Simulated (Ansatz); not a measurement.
Calculated with Ansatz (gas phase, PBE0-D4/def2-TZVP geometries, no zero-point term in ΔE). CCSD(T)/CBS is the MP2 limit (def2-TZVPP, def2-QZVPP) plus CCSD(T) − MP2 in def2-TZVPP, frozen cores. This one scheme is used for every species. DFT in def2-TZVPP. def2 core potentials past Kr. For Sn outer-core shells are correlated without core-valence functions, which leaves a few kJ/mol of doubt a bond. One conformer a species, not always the lowest.

Reaction (cleavage of the B–Sn bond): `[CH3][SnH2][BH][SiH3]` + `C=N` → `C=NB[SiH3]` + `[CH3][SnH3]`

CCSD(T)/CBS gives -128.1 kJ/mol.

**Question.** Another level gave -142.2 kJ/mol. Which?
A. ωB97M-V/def2-TZVPP
B. PBE-D4/def2-TZVPP
C. PBE0/def2-TZVPP
D. CCSD(T)/def2-TZVPP

**Answer.** A. ωB97M-V -142.2, CCSD(T)/def2-TZVPP -131.9, PBE-D4 -155.8, PBE0 -149.2 kJ/mol.

Largest T1 diagnostic among the species: 0.017.

In def2-TZVPP, CCSD(T) changes the Hartree–Fock value by −5.7 kJ/mol (the triples alone add −3.2 kJ/mol) and MP2 by −9.5 kJ/mol. The D4 term adds +4.4 kJ/mol with B3LYP and +2.7 kJ/mol with PBE0; it sums over pairs of atoms, weighted by their polarisabilities, and B3LYP, whose exchange is more repulsive, gets the larger term. From PBE to PBE0 (25 % exact exchange), in def2-TZVPP and without D4, ΔE moves by +9.3 kJ/mol.

B3LYP here is the variant with VWN-RPA as its local correlation; programs differ in this.
